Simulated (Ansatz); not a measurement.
Input file for BH₄NO₂, SMILES `NB(O)O`:

```yaml
crystal:
  periodic: [false, false, false]
  atoms:
    - {symbol: N, position_ang: [-0.648555, 0.946973, 0.045105]}
    - {symbol: B, position_ang: [0.242658, -0.143432, -0.047959]}
    - {symbol: O, position_ang: [1.544764, 0.109468, -0.395023]}
    - {symbol: O, position_ang: [-0.115953, -1.452990, 0.190292]}
    - {symbol: H, position_ang: [-1.617692, 0.874287, 0.288798]}
    - {symbol: H, position_ang: [-0.338341, 1.883743, -0.137729]}
    - {symbol: H, position_ang: [2.059716, -0.698890, -0.428598]}
    - {symbol: H, position_ang: [-1.034597, -1.576458, 0.429414]}
basis:
  gaussian: {orbitals: def2-QZVPP}
correlation: {method: ccsd_t}
```

```sh
$ ansatz run in.yaml --threads 2 --pin off --events-out ev --progress --plain --max-ram 32768MiB --backend cuda --devices 0, --max-vram 18GiB
```

The program prints (abridged):

```
Functional definition: HF
2133 factors; integrals over basis functions are off by at most 9.0e-4 eV
mean field evaluation 1: about -6293.5700 eV, gradient 5.3e1 eV
mean field evaluation 2: about -6293.5707 eV, gradient 5.3e1 eV
mean field evaluation 4: about -6298.5100 eV, gradient 3.1e0 eV
mean field evaluation 8: about -6298.5412 eV, gradient 1.6e-4 eV
mean field -6298.54122481 eV, -231.4671207070 hartree, gradient 2.4e-6 eV, S^2 0.000000; 0 other end points of the search recorded, 0 dependent functions left out
4 core orbitals not correlated: weight in the atoms' cores, before any rotation towards them, 1.000 or more for the frozen orbitals, at most 0.000 for the correlated occupied ones
reference -6298.54122481 eV, -231.4671207070 hartree; 12, 12 occupied and 332, 332 virtual orbitals, 2133 factors
second order -23.17501011 eV of doubles, -0.00000000 eV of singles
cycle   1  -22.85335228 eV  change    3.2e-1 eV  update   8.5e-2
cycle   2  -23.29130548 eV  change   -4.4e-1 eV  update   2.3e-2
cycle   3  -23.38589712 eV  change   -9.5e-2 eV  update   1.1e-2
cycle   4  -23.37195763 eV  change    1.4e-2 eV  update   2.4e-3
cycle   5  -23.37108983 eV  change    8.7e-4 eV  update   1.0e-3
cycle   6  -23.37157471 eV  change   -4.8e-4 eV  update   2.8e-4
cycle   7  -23.37140440 eV  change    1.7e-4 eV  update   9.2e-5
cycle   8  -23.37133905 eV  change    6.5e-5 eV  update   2.6e-5
cycle   9  -23.37133795 eV  change    1.1e-6 eV  update   9.3e-6
perturbative correction -0.88972752 eV, -0.0326968832 hartree
Total energy: -6322.80229027 eV, -232.3586984181 hartree
```

It took 9.1 s on 2 threads of an AMD EPYC 7R13 on a shared host and a share of an NVIDIA H100 80 GB, with 0.85 GiB of host memory at the peak.

The correlation energy is -24.261 eV, 3.7 % of it from (T); the T1 diagnostic reads 0.0107.
